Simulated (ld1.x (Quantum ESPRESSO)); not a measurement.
## Transferability test, PAW potential for bromine

bromine, PAW, made with ld1.x (Quantum ESPRESSO) 7.5 (PBE, scalar-relativistic). Core [Ar], reference 3d10 4s2 4p4 (charge +1). Waves: 4s (bound): rcut 1.15, rcutus 1.60 bohr; 4s channel at -0.7 Ry: rcut 1.15, rcutus 1.60 bohr; 4p (bound): rcut 1.15, rcutus 1.60 bohr; 4p channel at 3.15 Ry: rcut 1.15, rcutus 1.60 bohr; 3d (bound): rcut 1.00, rcutus 1.15 bohr; 3d channel at -3.65 Ry: rcut 1.00, rcutus 1.15 bohr. Local part: all-electron potential smoothed inside 1.40 bohr (lloc = -1). Core correction: Bessel-smoothed model core inside 0.85 bohr. Augmentation charge: PSQ, inside the norm-conserving radii.

Energies are relative to the spin-unpolarised reference configuration 3d10 4s2 4p4; without spin polarisation the order of configurations can differ from experiment. Not all tests gave a result: test run stopped at test 6 of 7 (negative rho).

```json
{"valence configuration": "3d10 4s2 4p5", "charge": "0", "ΔE all-electron (eV)": "-12.554", "error AE − PS (meV)": "+2.4"}
{"valence configuration": "3d10 4s2 4p3", "charge": "+2", "ΔE all-electron (eV)": "22.760", "error AE − PS (meV)": "-4.0"}
{"valence configuration": "3d10 4s2 4p2", "charge": "+3", "ΔE all-electron (eV)": "56.743", "error AE − PS (meV)": "-11"}
{"valence configuration": "3d10 4s2 4p5.3", "charge": "-0.3", "ΔE all-electron (eV)": "-14.517", "error AE − PS (meV)": "+2.8"}
{"valence configuration": "3d10 4s1 4p6", "charge": "0", "ΔE all-electron (eV)": "-0.183", "error AE − PS (meV)": "+1.3"}
```
